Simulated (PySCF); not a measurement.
## Correlation energy of Cd³⁺ (cadmium, charge +3)

[Kr] 4d9, 2D determinant. Calculation: PySCF 2.14, in x2c-TZVPPall (8s6p6d2f1g, 79 functions); the spin-free X2C one-electron Hamiltonian (Gaussian nucleus). Frozen: [Ar] 3d10; 17 electrons correlated.

MP2 pair energies summed by pair of shells (mhartree):

| pair | energy | share (%) |
| --- | --- | --- |
| 4d-4d | -278.40 | 50.7 |
| 4p-4d | -165.33 | 30.1 |
| 4p-4p | -45.45 | 8.3 |
| 4s-4d | -33.13 | 6.0 |
| 4s-4p | -22.64 | 4.1 |
| 4s-4s | -4.03 | 0.7 |

Total MP2 correlation energy: -548.97 mhartree.

Same-spin part -176.51 and opposite-spin part -372.46 mhartree; SCS-MP2 scales them by 1/3 and 6/5 to -505.79 mhartree.

This basis was not built for core-valence correlation, so the inner-shell part is incomplete.
